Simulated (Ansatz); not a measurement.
Geometry optimisation, RKS PBE/def2-SVP in Ansatz 0.2.0.

Input file:

```yaml
crystal:
  periodic: [false, false, false]
  atoms:
    - { symbol: Ge, position_ang: [0.0, 0.0, 0.0] }
    - { symbol: C, position_ang: [0.0, 0.0, 1.96] }
    - { symbol: H, position_ang: [-0.9996, -0.3092, 2.3305] }
    - { symbol: H, position_ang: [0.7676, -0.7111, 2.3305] }
    - { symbol: H, position_ang: [0.232, 1.0203, 2.3305] }
    - { symbol: F, position_ang: [1.5842, 0.0, -0.5594] }
    - { symbol: Cl, position_ang: [-1.0456, 1.8115, -0.7393] }
    - { symbol: Cl, position_ang: [-1.0456, -1.8115, -0.7393] }
basis:
  gaussian: { orbitals: def2-SVP }
hamiltonian:
  xc: pbe
relax:
  f_tol: 0.02
  max_steps: 40
```

Run as:

```bash
$ ansatz run input.yaml --threads 4 --pin off --max-ram 5120MiB --backend cpu --events-out ev --progress --plain --runs-dir out
```

Question: Where does it end, and by what steps?

Answer: The forces met the threshold. The force dipped under the threshold on the way, but the program's further checks kept it going. After 11 steps the energy has fallen by 0.152 eV; H5 moved furthest, 0.19 Å.

```tsv
step	energy less start (eV)	largest force component (eV/Å)	accepted
0	0.0000	2.886	yes
1	-0.1266	1.071	yes
2	-0.1486	0.156	yes
3	-0.1495	0.012	yes
4	-0.1499	0.048	yes
5	-0.1506	0.005	yes
6	-0.1423	0.412	no
7	-0.1511	0.033	yes
8	-0.1507	0.136	no
9	-0.1515	0.012	yes
10	-0.1514	0.061	no
11	-0.1516	0.010	yes
```

```xyz
8
Properties=species:S:1:pos:R:3
Ge -0.053 0.003 0.041
C -0.007 0.000 1.980
H -1.035 -0.124 2.368
H 0.628 -0.841 2.322
H 0.415 0.961 2.331
F 1.574 0.096 -0.595
Cl -1.112 1.706 -0.761
Cl -0.917 -1.802 -0.772
```

The run took 16 s on 4 threads of Arm Neoverse V1, on a shared host, peak memory 0.17 GiB.
